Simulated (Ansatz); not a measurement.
Consider the redistribution: `N[AsH]S` + `FB(S)[SiH2][SiH3]` → `[SiH3][SiH2][AsH]S` + `NB(F)S`.

Program: Ansatz. Geometries: PBE0-D4/def2-TZVP. ΔE: electronic, gas phase. CBS: MP2 limit from def2 TZ/QZ plus the TZ coupled-cluster correction, frozen cores. This one scheme is used for every species. For As outer-core shells are correlated without core-valence functions, which leaves a few kJ/mol of doubt a bond. Scalar relativity is left out up to krypton. One conformer a species, not always the lowest.

| level | ΔE (kJ/mol) |
| --- | --- |
| CCSD(T)/def2-TZVPP | -181.6 |
| MP2/def2-QZVPP | -190.5 |

Question: What does CCSD(T)/CBS give? (Estimate.)

Answer: Ansatz gave: -185.1 kJ/mol. The listed levels differ from it by 3.5, -5.4 kJ/mol.

Largest T1 diagnostic among the species: 0.015.

The D4 term adds −6.0 kJ/mol with B3LYP and −3.2 kJ/mol with PBE0; it sums over pairs of atoms, weighted by their polarisabilities, and B3LYP, whose exchange is more repulsive, gets the larger term. From PBE to PBE0 (25 % exact exchange), in def2-TZVPP and without D4, ΔE moves by −10.5 kJ/mol.

B3LYP here is the variant with VWN-RPA as its local correlation; programs differ in this.
